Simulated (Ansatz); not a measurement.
Isolated molecules relaxed with PBE0-D4/def2-TZVP in Ansatz; ΔE leaves out vibrations. CBS: MP2 limit from def2 TZ/QZ plus the TZ coupled-cluster correction, frozen cores. Functionals use def2-TZVPP. B3LYP here is the variant with VWN-RPA as its local correlation; programs differ in this. One conformer a species, not always the lowest.

Reaction (isomerisation): `C=C(S)[SiH2][SiH3]` → `SC1[SiH2]C[SiH2]1`

CCSD(T)/CBS gives -83.6 kJ/mol.

(1) Another level gave -89.4 kJ/mol. Which?
A. MP2/def2-TZVPP
B. ωB97X-V/def2-TZVPP
C. B3LYP-D4/def2-TZVPP
D. CCSD/def2-TZVPP

Largest T1 diagnostic among the species: 0.013.

Answers

(1) B. ωB97X-V -89.4, B3LYP-D4 -65.8, CCSD/def2-TZVPP -79.7, MP2/def2-TZVPP -94.6 kJ/mol.

The D4 term adds −3.6 kJ/mol with B3LYP and −1.5 kJ/mol with PBE0; it sums over pairs of atoms, weighted by their polarisabilities, and B3LYP, whose exchange is more repulsive, gets the larger term. In def2-TZVPP, CCSD(T) changes the Hartree–Fock value by −12.3 kJ/mol (the triples alone add +2.0 kJ/mol) and MP2 by −29.1 kJ/mol.
